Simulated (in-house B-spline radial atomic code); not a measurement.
Configurations of neutral aluminium, with energies counted from [Ne] 3s2 3p1. All numbers are computed (Dirac-Hartree-Fock, average of configuration; Fermi nucleus of rms radius 3.061 fm) with an all-electron radial atomic-structure program (B-spline basis), not measured. Energies include first-order Breit, QED and recoil terms.

Occupations are held fixed; configurations that lie above the ionisation limit could autoionise.

```tsv
configuration	E - E(ref) (eV)	highest orbital	its <r> (bohr)
[Ne] 3s2 5s1	4.2326	5s1/2	16.42
[Ne] 3s2 5d1	4.9246	5d3/2	33.01
[Ne] 3s2 5f1	4.944	5f7/2	31.47
[Ne] 3s2 7p1	5.084	7p3/2	49.61
[Ne] 3s1 3p1 3d1	8.5094	3d3/2	9.167
[Ne] 3s1 3p1 5d1	9.559	5d3/2	32.22
[Ne] 3s1 3p1 6f1	9.7566	6f5/2	47.91
[Ne] 3s1 3p1 7d1	9.8453	7d3/2	67.31
```

Question: How far above the reference does [Ne] 3s2 7s1 lie?

Answer: 5.0047 eV; its least bound orbital is 7s1/2 with <r> = 42.28 bohr.

Question: How far above the reference does [Ne] 3s2 5p1 lie?

Answer: 4.5392 eV; its least bound orbital is 5p3/2 with <r> = 20.74 bohr.

Question: How far above the reference does [Ne] 3s2 7f1 lie?

Answer: 5.2107 eV; its least bound orbital is 7f7/2 with <r> = 67.45 bohr.
